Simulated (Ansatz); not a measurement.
Basis-set extrapolation for BH$_{6}$NOSi (`NB[SiH2]O`) (PBE0-D4/def2-TZVP geometry, frozen core, Ansatz). Multiplicity 1, RHF reference.

|  | def2-TZVPP | def2-QZVPP |
| --- | --- | --- |
| HF | -446.578856 | -446.595827 |
| MP2 correlation | -0.681736 | -0.732853 |
| CCSD(T) correlation | -0.746234 | not run |

Energies in hartree. Use E(X) = E(∞) + A·exp(−7.88·√X) for Hartree–Fock and E(X) = E(∞) + B·X^(−2.97) for correlation, with X = 3 and 4, and add CCSD(T) minus MP2 of the smaller set to the MP2 limit.

**Question.** What is the CCSD(T) energy at the basis-set limit?

**Answer.** HF limit: -446.595827 + (-0.016971) × 0.13774 = -446.59816. MP2 limit: -0.732853 + (-0.051117) × 0.74074 = -0.77072. Higher-order term: -0.746234 − (-0.681736) = -0.06450. Total: -447.43338 hartree, 68.0 kcal/mol below CCSD(T)/def2-TZVPP.
